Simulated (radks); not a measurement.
Task: Radial electron density D(r) = 4 pi r^2 rho(r) of an atom or ion with 51 electrons. Method: Dirac Kohn-Sham, PBE, spin-unpolarised, spherical densities, point nucleus; computed with a radial shooting solver on a logarithmic mesh with Libxc functionals.

r (bohr)  D(r) (e/bohr)
0.001285          2.829
0.001484          3.616
0.001713          4.609
0.001979          5.851
0.002285          7.397
0.002639          9.306
0.003048          11.64
0.00352           14.47
0.004065          17.84
0.004695          21.81
0.005422          26.40
0.006262          31.58
0.007232          37.28
0.008352          43.35
0.009569          49.19
0.01105           55.17
0.01276           60.51
0.01474           64.76
0.01702           67.47
0.01966           68.36
0.0227            67.40
0.02622           65.01
0.03028           62.04
0.03497           59.72
0.04039           59.40
0.04664           62.08
0.05387           67.83
0.06221           75.49
0.07185           82.68
0.08297           86.55
0.09583           85.12
0.1107            78.52
0.1278            69.57
0.1476            62.64
0.1705            61.24
0.1969            65.41
0.2274            70.97
0.2626            71.88
0.3032            64.41
0.3502            50.13
0.4045            35.02
0.4671            25.27
0.5394            22.93
0.623             25.06
0.7195            26.72
0.8309            24.87
0.952             20.18
1.099             14.25
1.27              9.349
1.466             6.236
1.693             4.552
1.956             3.581
2.259             2.790
2.609             2.000
3.013             1.264
3.479            0.6900
4.018            0.3219
4.64             0.1266
5.359           0.04083
6.189           0.01042
7.148          0.002031
8.255         0.0002913

What is the nuclear charge?

Result: Z = 52. The innermost maximum, from 1s, lies near gamma/Z bohr with gamma = sqrt(1 - (Z/c)^2) = 0.925, here 0.0178 bohr (found: 0.0195), and its height grows with Z. The density is that of the tellurium ion Te+ in [Kr] 4d10 5s2 5p3; the configuration itself is not fixed sharply by these data, and Z only to a few units. D(r) has 4 maxima, at r = 0.0195, 0.0864, 0.250, 0.725 bohr, and minima at 0.0382, 0.164, 0.527 bohr, inside which lie 2.02, 11.20, 28.93 electrons.
